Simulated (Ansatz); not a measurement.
Molecule: sum formula SnOBr (charge -1, singlet). 
Geometry from a B3LYP-D3(BJ)/def2-TZVP (Ansatz, an electronic-structure program) optimisation:
```xyz
3

Sn     0.9729    -0.3381    -0.0378
O      1.3749     0.1484    -1.7956
Br    -1.7042     0.4490     0.4644
```
Charge -1, spin multiplicity 1.

Parts of the frozen-core correlation energy in STO-3G (Ansatz, hartree). Frozen orbitals: 38; correlated occupied orbitals by spin: 9 and 9; virtual: 3 and 3. Spin-orbit coupling is left out. In def2 rows, elements after Kr have scalar-relativistic effective core potentials. STO-3G rows are all-electron and non-relativistic. The restricted reference is unstable. The program attaches cautions to this run: other roots.

```json
[
 {"term": "reference (HF)", "value": "-8581.65229"},
 {"term": "MP2 opposite-spin", "value": "-0.10542"},
 {"term": "MP2 same-spin", "value": "-0.03373"},
 {"term": "CCSD correlation", "value": "-0.13414"},
 {"term": "(T)", "value": "-0.01495"},
 {"term": "T1 diagnostic", "value": "0.034"},
 {"term": "largest doubles amplitude", "value": "0.265"}
]
```
